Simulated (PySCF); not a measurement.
How methods differ on the ionisation energy of F+

F+ [He] 2s2 2p4 (3P) → F(2+) [He] 2s2 2p3 (4S), as a difference of total energies. Calculation: PySCF 2.14, in aug-cc-pVDZ (4s3p2d, 23 functions); no relativity, point nucleus. Correlated levels: valence: 1s2 frozen. The calculations carry no spin-orbit coupling.

```csv
method,ionisation energy (eV)
UHF,33.353
SCS-MP2 (valence),34.249
CCSD(T) (valence),34.279
CCSDT (valence),34.281
```

**Question.** Estimate what MP2 (valence) gives.

**Answer.** 34.244 eV, closest to SCS-MP2 (valence) among the rows shown.

**Question.** Estimate what CCSD (valence) gives.

**Answer.** 34.259 eV, closest to SCS-MP2 (valence) among the rows shown.

A first-order spin-orbit estimate (lowest level to lowest level, LS coupling) adds 0.019 eV.

Errors of the correlated levels include the incompleteness of this basis and the frozen core.

For comparison: 34.971 eV (measured; NIST Atomic Spectra Database, ionization energies).
